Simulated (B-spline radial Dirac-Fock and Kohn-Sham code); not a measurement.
# Magnetic form factor of the 4f shell of Tl²²⁺

System: the Tl²²⁺ ion, configuration [Kr] 4d10 4f13.

The computed values come from a radial B-spline solver: Dirac-Fock orbitals of the configuration average with a finite nucleus. ⟨j_K⟩ is the integral of the 4f radial density with the spherical Bessel function j_K(4πsr), s = sin θ/λ.

Hund's rules give S = 1/2, L = 3, J = 7/2 for 4f13, so g = 1.143, and the dipole approximation is F = ⟨j0⟩ + C₂⟨j2⟩ with C₂ = (2 − g)/g = 0.750.

```tsv
s (Å⁻¹)	⟨j0⟩	⟨j2⟩	⟨j4⟩	⟨j6⟩	F (dipole)
0	1.0000	0.0000	0.0000	0.0000	1.0000
0.05	0.9960	0.0016	0.0000	0.0000	0.9972
0.1	0.9839	0.0064	0.0000	0.0000	0.9887
0.15	0.9642	0.0142	0.0001	0.0000	0.9749
0.2	0.9373	0.0247	0.0003	0.0000	0.9558
0.25	0.9038	0.0376	0.0006	0.0000	0.9320
0.3	0.8646	0.0524	0.0013	0.0000	0.9039
0.35	0.8206	0.0686	0.0023	0.0001	0.8720
0.4	0.7726	0.0858	0.0037	0.0001	0.8369
0.45	0.7216	0.1034	0.0056	0.0002	0.7992
0.5	0.6687	0.1209	0.0082	0.0004	0.7594
0.6	0.5607	0.1538	0.0150	0.0010	0.6761
0.7	0.4552	0.1817	0.0241	0.0021	0.5915
0.8	0.3573	0.2025	0.0351	0.0040	0.5092
0.9	0.2702	0.2155	0.0473	0.0067	0.4319
1	0.1959	0.2208	0.0599	0.0104	0.3614
1.1	0.1345	0.2191	0.0722	0.0150	0.2988
1.2	0.0855	0.2118	0.0833	0.0203	0.2443
1.4	0.0193	0.1855	0.1002	0.0322	0.1584
1.6	-0.0151	0.1520	0.1087	0.0441	0.0989
```

Radial moments of the shell: ⟨r²⟩ = 0.2200, ⟨r⁴⟩ = 0.08440, ⟨r⁶⟩ = 0.05059 in powers of bohr.
